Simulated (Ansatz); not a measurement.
Worked example: CH2FI + C2H2FI → CH2I2 + C2H2F2

Species: CH2FI (fluoroiodomethane) `FCI`, singlet; C2H2FI `C=C(F)I`, singlet; CH2I2 (diiodomethane) `ICI`, singlet; C2H2F2 (vinylidene fluoride) `C=C(F)F`, singlet. The partners trade F for I; both sit on C, so the bond types are kept.

Shapes, held fixed at every level: PBE0-D4/def2-TZVP. Programs: Ansatz 0.2.0. The zero-point and thermal change to 298 K, harmonic and unscaled (PBE0-D4/def2-TZVP), is -0.4 kJ/mol.

At CCSD(T)/def2-TZVPP; 1 Eh = 2625.50 kJ/mol:

| species | energy (Eh) |
| --- | --- |
| CH2FI | -436.101620 |
| C2H2FI | -474.112677 |
| CH2I2 | -633.508921 |
| C2H2F2 | -276.719057 |

Work out ΔH(298 K) of the reaction at this level.


1. Products less reactants: (-633.508921) + (-276.719057) − [(-436.101620) + (-474.112677)] = -0.013681 Eh = -35.9 kJ/mol.
2. With the thermal change: -35.9 + (-0.4) = -36.3 kJ/mol.

Other levels give -50.1 (MP2/def2-SVP) to -32.5 kJ/mol (r2SCAN-D4/def2-TZVPP). No measured value is set beside it here. For atoms past krypton def2 sets carry core potentials with scalar relativity. Outer-core shells of I are correlated, in sets that cover them unevenly.
